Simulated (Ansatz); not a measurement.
Reaction (redistribution): `C[NH][InH][F]` + `[CH3][In]([F])[GeH3]` → `[F][InH][GeH3]` + `C[NH][In]([CH3])[F]`

Gas-phase electronic energies from Ansatz, PBE0-D4/def2-TZVP geometries. CCSD(T)/CBS adds triple-zeta CCSD(T) − MP2 to the extrapolated MP2 energy (def2 sets, frozen cores). def2 core potentials past Kr. For Ge, In outer-core shells are correlated without core-valence functions, which leaves a few kJ/mol of doubt a bond. Scalar relativity is left out up to krypton. One conformer a species, not always the lowest.

```tsv
species	MP2/def2-SVP energy (Eh)
`C[NH][InH][F]`	-384.32136
`[CH3][In]([F])[GeH3]`	-2405.68495
`[F][InH][GeH3]`	-2366.52519
`C[NH][In]([CH3])[F]`	-423.47881
```

Task: Work out ΔE.

Result: ΔE = (-2366.52519) + (-423.47881) − (-384.32136) − (-2405.68495) = 0.00231 Eh = +6.1 kJ/mol. CCSD(T)/CBS gives +5.3 kJ/mol.

Largest T1 diagnostic among the species: 0.016.

Leaving LDA and LC-ωPBE aside and taking each functional with its dispersion term where it has one, the values, not all of them listed here, spread over 2.5 kJ/mol, from BHLYP-D4 to r2SCAN-D4. In def2-TZVPP, CCSD(T) changes the Hartree–Fock value by +4.5 kJ/mol (the triples alone add +0.7 kJ/mol) and MP2 by +5.2 kJ/mol.
